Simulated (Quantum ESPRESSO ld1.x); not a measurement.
Task: The mean radii <r> (bohr) of the occupied orbitals of an atom or ion are listed with their occupations. Calculated with ld1.x of Quantum ESPRESSO 7.5: scalar-relativistic Kohn-Sham, LDA (Slater exchange, Perdew-Zunger correlation), spin-polarised, spherical densities, point nucleus.

orbital  occ.     <r>
1s up       1  0.1772
1s down     1  0.1766
2s up       1  0.8738
2s down     1  0.8917
2p up       2  0.8179

Name the element and its charge. Open shells, if any, are filled with parallel spins first.

Result: Z = 9, fluorine, charge +3: F3+ in [He] 2s2 2p2. The 1s radius gives Z: for a bare nucleus <r> = (2 gamma + 1)/(2Z) with gamma = sqrt(1 - (Z/c)^2), 0.1664 bohr for Z = 9, and screening makes it slightly larger (0.1772 here). The occupations add up to 6, and the charge is Z minus that.
